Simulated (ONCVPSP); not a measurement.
u(r) = r·R(r): atom against pseudo-atom (gallium)

Columns: radius, all-electron u(r) and pseudo u(r) of the 3p shell (level -102.70 eV) of gallium in the configuration [Ne] 3s2 3p6 3d10 4s2 4p0.5; PBE, scalar-relativistic, ONCV scheme, ONCVPSP 4.0.1.

| r (bohr) | all-electron | pseudo |
| --- | --- | --- |
| 0.057 | -0.4471 | 0.0379 |
| 0.115 | -0.6933 | 0.1479 |
| 0.172 | -0.4973 | 0.3122 |
| 0.230 | -0.0775 | 0.5143 |
| 0.288 | 0.3733 | 0.7262 |
| 0.345 | 0.7491 | 0.9204 |
| 0.402 | 1.0245 | 1.0815 |
| 0.460 | 1.2019 | 1.1996 |
| 0.518 | 1.2898 | 1.2663 |
| 0.575 | 1.3095 | 1.2842 |
| 0.632 | 1.2819 | 1.2622 |
| 0.690 | 1.2211 | 1.2084 |
| 0.747 | 1.1419 | 1.1346 |
| 0.805 | 1.0509 | 1.0471 |
| 0.862 | 0.9576 | 0.9558 |
| 0.920 | 0.8633 | 0.8625 |
| 0.977 | 0.7742 | 0.7737 |
| 1.035 | 0.6888 | 0.6885 |
| 1.092 | 0.6112 | 0.6110 |
| 1.150 | 0.5390 | 0.5388 |
| 1.208 | 0.4738 | 0.4736 |
| 1.265 | 0.4162 | 0.4160 |
| 1.322 | 0.3648 | 0.3646 |
| 1.380 | 0.3183 | 0.3181 |
| 1.438 | 0.2772 | 0.2771 |
| 1.495 | 0.2416 | 0.2415 |

(1) How many radial nodes do the two functions have?

(2) At about which radius was the pseudo-wave matched?

(3) Is the pseudo-wave norm-conserving?

Answers

(1) The all-electron 3p function has n − l − 1 = 1; the pseudo-wave has 0, since the states of the same l below it are removed with the core.

(2) 1.10 bohr. The columns agree to 0.0005 from 0.98 bohr on; several derivatives are matched, so the curves merge somewhat inside the radius.

(3) Yes: the ONCV scheme keeps the norm inside the radius equal to the all-electron one, which fixes the energy derivative of the logarithmic derivative at the level.
